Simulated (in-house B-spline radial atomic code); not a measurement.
Atomic self-consistent-field run: the germanium ion Ge⁷⁺. Level of theory: scalar-relativistic (X2C) B97-1, spin-polarised, spherical fractional occupations, Fermi nucleus of rms radius 4.0742 fm; calculated with an all-electron radial atomic-structure program (B-spline basis).

Command:
```bash
python run_scf.py task.json out
```
Settings (nuclear radius in fm, mass in u):
```
Z                32
configuration    [Ar] 3d7
hamiltonian      x2c
method           b97_1
spin_polarised   True
nucleus          fermi
rms_radius       4.0742
atomic_mass      73.92118
speed_of_light   137.035999084
```

Output (hartree, bohr):
```
 radial grid: 64 intervals, B-splines of order 8, outer radius 8.961 bohr

 iter        energy (Eh)    residual
    1       -2055.860167    1.23e+00
    2       -2073.426163    8.13e-01
    3       -2081.085766    2.15e-01
    4       -2081.691107    5.23e-02
    5       -2081.709530    2.88e-02
    6       -2081.721361    1.10e-03
    7       -2081.721371    3.29e-05
    8       -2081.721371    6.36e-07
    9       -2081.721371    3.62e-08

 total energy                     -2081.72137
 kinetic                            2126.0314
 electron-nucleus                  -4892.7093
 Hartree                             760.5053
 exact exchange                      -15.4832
 exchange-correlation                -60.0655

 orbital      occ     eigenvalue          <r>       <r^2>       <1/r>       r_max
 1s up      1.000      -409.5294    0.0466166  0.00293685     33.0263     0.03029
 1s down    1.000      -409.5286     0.046616  0.00293675     33.0265     0.03029
 2s up      1.000       -56.5363     0.209679   0.0519179      7.2148       0.176
 2s down    1.000       -56.4078     0.209335   0.0517384     7.22759      0.1759
 2p up      3.000       -50.0525     0.183714   0.0413612     6.97219      0.1412
 2p down    3.000       -49.9477     0.183315   0.0411625     6.98378       0.141
 3s up      1.000       -11.5730     0.604237    0.418748     2.38036      0.5355
 3s down    1.000       -11.3593     0.606757    0.422382     2.36601      0.5363
 3p up      3.000        -9.5516     0.615908    0.442044     2.23297      0.5331
 3p down    3.000        -9.3200     0.619923    0.448082     2.21495      0.5346
 3d up      5.000        -6.2428     0.625195    0.473372     1.99175      0.4769
 3d down    2.000        -5.8782     0.638806    0.496355     1.95906      0.4827

 Slater integrals (Eh)
   F0(3p up,3p up)               1.463661
   F2(3p up,3p up)               0.736752
   F0(3p up,3p down)             1.459055
   F2(3p up,3p down)             0.734559
   F0(3p up,3d up)               1.453776
   F2(3p up,3d up)               0.704538
   G1(3p up,3d up)               0.846496
   G3(3p up,3d up)               0.529203
   F0(3p up,3d down)             1.439345
   F2(3p up,3d down)             0.696541
   F0(3p down,3p down)           1.454494
   F2(3p down,3p down)           0.732410
   F0(3p down,3d up)             1.449220
   F2(3p down,3d up)             0.702380
   F0(3p down,3d down)           1.434906
   F2(3p down,3d down)           0.694507
   G1(3p down,3d down)           0.838279
   G3(3p down,3d down)           0.522136
   F0(3d up,3d up)               1.458948
   F2(3d up,3d up)               0.709337
   F4(3d up,3d up)               0.448582
   F0(3d up,3d down)             1.443954
   F2(3d up,3d down)             0.700021
   F4(3d up,3d down)             0.442245
   (list cut)
```

Cost of the run: 0.3 s on 1 thread of Arm Neoverse V2, on a shared host.

Caution: exact exchange at fractional occupations of open shells leaves self-interaction of up to several eV.

One-electron X2C: radii and densities carry no picture-change correction, so inner-shell <1/r> comes out high (for 1s by about 2 % at Z = 33, 5 % at 54, 10 % at 75, 30 % at 118) and <r> low.
